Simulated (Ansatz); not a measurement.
# Ligand exchange: NaNH2 + InH2(SH) → NaSH + InH2(NH2)

Species: NaNH2 `[NH2][Na]`, singlet; InH2(SH), singlet; NaSH `[Na][SH]`, singlet; InH2(NH2), singlet. The partners trade NH2 for SH: Na–NH2 and In–SH bonds give way to Na–SH and In–NH2.

Shapes, held fixed at every level: PBE0-D4/def2-TZVP. Programs: Ansatz 0.2.0. The zero-point and thermal change to 298 K, harmonic and unscaled (PBE0-D4/def2-TZVP), is +2.5 kJ/mol.

```tsv
level	kind	ΔH(298 K) (kJ/mol)	less CCSD(T)/def2-TZVPP	CPU time (sum over the molecules)
HF/def2-SVP	Hartree–Fock	-76.3	-13.4	–
B3LYP-D4/def2-TZVPP	global hybrid	-59.5	+3.4	11 s
BHLYP-D4/def2-TZVPP	global hybrid	-64.5	-1.6	8.8 s
r2SCAN0-D4/def2-TZVPP	global hybrid	-63.0	-0.1	13 s
wB97M-V/def2-TZVPP	range-separated hybrid	-62.0	+0.9	27 s
CCSD(T)/def2-SVP	coupled cluster or CI	-64.1	-1.2	5.2 s
CCSD(T)/def2-TZVPP	coupled cluster or CI	-62.9	0.0	45 s
```

The highest level, CCSD(T)/def2-TZVPP, gives ΔH(298 K) = -62.9 kJ/mol; the levels span -76.3 to -59.5. The column of differences is taken from that level and isn't an error. No measured value is set beside it here. For atoms past krypton def2 sets carry core potentials with scalar relativity. Correlated rows may include outer-core shells of In, Na, which these sets cover unevenly. Times are processor times on shared x86 and Arm servers, and rough.
